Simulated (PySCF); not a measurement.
Simulated outer-valence photoelectron spectrum of `[H]/N=[CH]\[GeH2][CH3]`. Level of theory: EOM-IP-CCSD/aug-cc-pVDZ in PySCF, restricted Hartree–Fock reference, 12 core orbitals frozen, non-relativistic, gas phase, PBE0-D3(BJ)/def2-SVP geometry.

Each root has a Gaussian of 0.8 eV full width with its one-hole share as area; cross sections and vibrations are left out, and the highest printed point is 100.

```tsv
ionisation energy (eV)	intensity
8.2	0
8.4	2
8.6	8
8.8	21
9.0	38
9.2	49
9.4	44
9.6	28
9.8	13
10.0	4
10.2	2
10.4	3
10.6	10
10.8	24
11.0	42
11.2	56
11.4	60
11.6	62
11.8	68
12.0	74
12.2	75
12.4	67
12.6	51
12.8	37
13.0	35
13.2	44
13.4	49
13.6	44
13.8	38
14.0	47
14.2	72
14.4	96
14.6	100
14.8	87
15.0	73
15.2	61
15.4	46
15.6	27
15.8	11
16.0	3
16.2	1
16.4	0
```

Problem. Where are the maxima, and how many lines lie under the curve?

Solution. 4 maxima, at 9.2, 12.1, 13.4 and 14.5 eV, from 8 lines. At this width some lines have no maximum of their own.

Problem. List the lines with their holes.

Solution. 
| E (eV) | leading hole (HF orbital) | area | Koopmans (eV) |
| --- | --- | --- | --- |
| 9.24 | HOMO | 0.95 | 10.43 |
| 11.21 | HOMO-1 | 0.95 | 11.71 |
| 11.90 | HOMO-2 | 0.95 | 12.55 |
| 12.41 | HOMO-3 | 0.94 | 12.91 |
| 13.40 | HOMO-4 | 0.92 | 14.97 |
| 14.40 | HOMO-5 | 0.95 | 15.48 |
| 14.58 | HOMO-6 | 0.94 | 15.73 |
| 15.22 | HOMO-7 | 0.94 | 16.59 |

The widest gap, 1.97 eV, lies between 9.24 and 11.21 eV. Only orbitals with −ε under 21 eV, eight at most, were ionised, so the high end of the curve may lack lines.

Shape of the structure used: `[H]/[N:4]=[CH:3]\[GeH2:2][CH3:1]`: C1–Ge2–C3–N4 118°.

One conformer stands for the species.
